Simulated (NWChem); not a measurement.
Species: C$_{3}$H$_{4}$BrF; SMILES C/C(F)=C\Br

```xyz
9

C     -1.4460     1.5992     0.0000
C      0.0318     1.4215     0.0000
F      0.6962     2.6049     0.0000
C      0.7805     0.3189     0.0000
Br     0.0699    -1.4449     0.0000
H     -1.7540     2.1711     0.8837
H     -1.9630     0.6388     0.0000
H     -1.7540     2.1711    -0.8837
H      1.8613     0.3613     0.0000
```
Atoms are numbered in this order, from 1.

The geometry was optimised at B3LYP/6-31G* (spherical d).

Spin-orbit effects, on the heavy nuclei and on their neighbours, are missing.

Problem. Give the principal values of the shielding tensors (ppm) of C1, C2, F3, C4, Br5 from PBE0/pcSseg-1, GIAO (NWChem), with their diamagnetic and paramagnetic parts as GIAO splits them.

Solution. 
```
atom     σ11     σ22     σ33  isotropic  diamagnetic  paramagnetic
----  ------  ------  ------  ---------  -----------  ------------
C1     157.7   161.4   186.3      168.5        249.4         -80.9
C2     -91.3    63.0    65.2       12.3        251.3        -239.1
F3     152.2   278.3   344.2      258.2        473.4        -215.1
C4      -5.2    99.4   129.5       74.6        254.7        -180.1
Br5   1827.9  1984.6  2856.7     2223.1       3121.4        -898.3
```
